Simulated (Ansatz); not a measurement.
The cluster Ag2Cl (the lowest doublet isomer of a short search), 3 atoms. Hardware: 4 threads of Arm Neoverse V1 on a shared host.

In the def2 sets Ag takes a core potential; there is no spin–orbit coupling.

Task: How many basis functions does each of these Ansatz runs have, and roughly what does it cost? r2SCAN-D4/def2-TZVPD, charge 0 doublet, energy, from earlier orbitals; PBE0-D4/def2-TZVP, charge 1 singlet at the geometry of the charge 0 doublet, energy; PBE with 5 % exact exchange/def2-TZVP, charge 0 quartet, energy, from earlier orbitals; LDA (SPW92)/def2-TZVP, charge 0 quartet, energy, from earlier orbitals; r2SCAN-D4/def2-TZVP, charge 1 singlet at the geometry of the charge 0 doublet, energy, from earlier orbitals; r2SCAN-D4/def2-TZVP, charge 1 triplet at the geometry of the charge 0 doublet, energy, from earlier orbitals; PBE with 10 % exact exchange/def2-TZVP, charge 0 quartet, energy, from earlier orbitals; PBE with 5 % exact exchange/def2-TZVP, charge 0 doublet, energy, from earlier orbitals; PBE-D4/def2-TZVP, charge 1 singlet, energy, from earlier orbitals; PBE0-D4/def2-TZVP, charge 0 quartet, energy, from earlier orbitals; PBE with 50 % exact exchange/def2-TZVP, charge 0 quartet, energy, from earlier orbitals; r2SCAN-D4/def2-TZVP, charge 0 doublet, energy, from earlier orbitals.

Result: Other jobs shared the machine, so times can vary by a factor of up to 3. A dash marks memory too small to be measured apart from the calling script's.

```
                                                                                                         run  functions  fitting or Cholesky vectors  wall time  peak host memory (GiB)
                                           PBE-D4/def2-TZVP, charge 1 singlet, energy, from earlier orbitals        117                          962     0.95 s                       –
                                      LDA (SPW92)/def2-TZVP, charge 0 quartet, energy, from earlier orbitals        117                          962        1 s                       –
                         PBE0-D4/def2-TZVP, charge 1 singlet at the geometry of the charge 0 doublet, energy        117                         1040      1.2 s                       –
                      PBE with 5 % exact exchange/def2-TZVP, charge 0 doublet, energy, from earlier orbitals        117                          962      2.2 s                       –
                      PBE with 5 % exact exchange/def2-TZVP, charge 0 quartet, energy, from earlier orbitals        117                          962      2.4 s                       –
r2SCAN-D4/def2-TZVP, charge 1 singlet at the geometry of the charge 0 doublet, energy, from earlier orbitals        117                          962      2.5 s                       –
                     PBE with 10 % exact exchange/def2-TZVP, charge 0 quartet, energy, from earlier orbitals        117                          962      2.5 s                       –
                                        r2SCAN-D4/def2-TZVP, charge 0 doublet, energy, from earlier orbitals        117                          962      4.8 s                       –
                     PBE with 50 % exact exchange/def2-TZVP, charge 0 quartet, energy, from earlier orbitals        117                          988      5.5 s                       –
                                       r2SCAN-D4/def2-TZVPD, charge 0 doublet, energy, from earlier orbitals        126                          986      5.5 s                       –
r2SCAN-D4/def2-TZVP, charge 1 triplet at the geometry of the charge 0 doublet, energy, from earlier orbitals        117                          962       11 s                       –
                                          PBE0-D4/def2-TZVP, charge 0 quartet, energy, from earlier orbitals        117                         1040       16 s                       –
```
